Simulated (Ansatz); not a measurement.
# Nudged elastic band run: H2OSZn

The input (input.yaml):

```yaml
crystal:
  periodic: [false, false, false]
  atoms:
    - { symbol: O, position_ang: [-1.329602, -1.343808, -0.192871] }
    - { symbol: Zn, position_ang: [-0.243162, 0.075881, -0.125403] }
    - { symbol: S, position_ang: [1.032104, 1.812192, -0.204237] }
    - { symbol: H, position_ang: [-1.569001, -1.676774, 0.687965] }
    - { symbol: H, position_ang: [2.159461, 1.058908, -0.206855] }
basis:
  gaussian: { orbitals: def2-TZVP }
hamiltonian:
  xc: pbe
neb:
  order_check: false
  images: 5
  f_tol: 0.03
  max_iterations: 60
  initial_path: idpp
  final_atoms:
    - { symbol: O, position_ang: [-1.3544799, -1.18281041, 0.59950723] }
    - { symbol: Zn, position_ang: [-0.24877032, 0.11245026, 0.05270928] }
    - { symbol: S, position_ang: [1.03932723, 1.76079828, -0.46798881] }
    - { symbol: H, position_ang: [-1.54368245, -1.83585276, -0.09442771] }
    - { symbol: H, position_ang: [2.15740545, 1.07181363, -0.13120098] }
```

Launched with:

```bash
$ ansatz run input.yaml --threads 2 --pin off --max-ram 3072MiB --backend cpu --events-out ev --progress --plain --runs-dir out
```

Output, in part (warnings, iteration lines, the closing report on the highest movable image, with atoms numbered from 0):

```
NEB end point (image 0): max|allowed force component| = 5.517e-3 eV/Å (the criterion of neb.relax_end_points is 1.000e-2)
NEB end point (image 6): max|allowed force component| = 4.274e-3 eV/Å (the criterion of neb.relax_end_points is 1.000e-2)
NEB iter   1: max|band force component| = 1.035e0 eV/Å  barrier→ = 0.2354 eV  barrier← = 0.2354 eV  Δτ_max = 0.0415 Å  (198 SCF iters)
NEB iter   2: max|band force component| = 8.885e-1 eV/Å  barrier→ = 0.2056 eV  barrier← = 0.2056 eV  Δτ_max = 0.2000 Å  (150 SCF iters)
NEB iter   3: max|band force component| = 1.415e0 eV/Å  barrier→ = 0.1267 eV  barrier← = 0.1267 eV  Δτ_max = 0.1003 Å  (168 SCF iters)
NEB iter   4: max|band force component| = 4.995e-1 eV/Å  barrier→ = 0.0502 eV  barrier← = 0.0502 eV  CI = image 3  Δτ_max = 0.0899 Å  (149 SCF iters)
NEB iter   5: max|band force component| = 6.154e-2 eV/Å  barrier→ = 0.0302 eV  barrier← = 0.0302 eV  CI = image 3  Δτ_max = 0.0620 Å  (151 SCF iters)
NEB iter   6: max|band force component| = 3.107e-2 eV/Å  barrier→ = 0.0270 eV  barrier← = 0.0270 eV  CI = image 3  Δτ_max = 0.0057 Å  (149 SCF iters)
NEB iter   7: max|band force component| = 8.322e-3 eV/Å  barrier→ = 0.0270 eV  barrier← = 0.0270 eV  CI = image 3  Δτ_max = 0.0000 Å  (289 SCF iters)
Total energy: -61323.49698833 eV, -2253.5969477619 hartree
Atom 0 at    -1.596370    -0.901181     0.583527 Å, force     0.003417    -0.008331     0.003889 eV/Å
Atom 1 at    -0.311726     0.159142    -0.071319 Å, force    -0.001895    -0.001797     0.001359 eV/Å
Atom 2 at     1.072797     1.581475    -0.921076 Å, force    -0.001811     0.004647    -0.002365 eV/Å
Atom 3 at    -1.256923    -1.721026     0.978601 Å, force    -0.003371     0.008259    -0.004003 eV/Å
Atom 4 at     2.142023     0.807989    -0.611134 Å, force     0.003660    -0.002778     0.001120 eV/Å
Dipole moment:     0.305662    -0.277404     0.117648 e Å
```

The forces met the threshold. A vibrational analysis at the climbing image gives one clearly imaginary mode, 165i cm⁻¹: a first-order saddle point.

Final band:

| image | path coordinate (Å) | energy (kcal/mol) |
| --- | --- | --- |
| 0 | 0.00 | 0.0 |
| 1 | 0.26 | 0.1 |
| 2 | 0.51 | 0.5 |
| 3 | 0.77 | 0.6 |
| 4 | 1.02 | 0.5 |
| 5 | 1.28 | 0.2 |
| 6 | 1.53 | 0.0 |

Time of the run: 62 s on 2 threads of Arm Neoverse V1, on a shared host, peak memory 0.16 GiB.
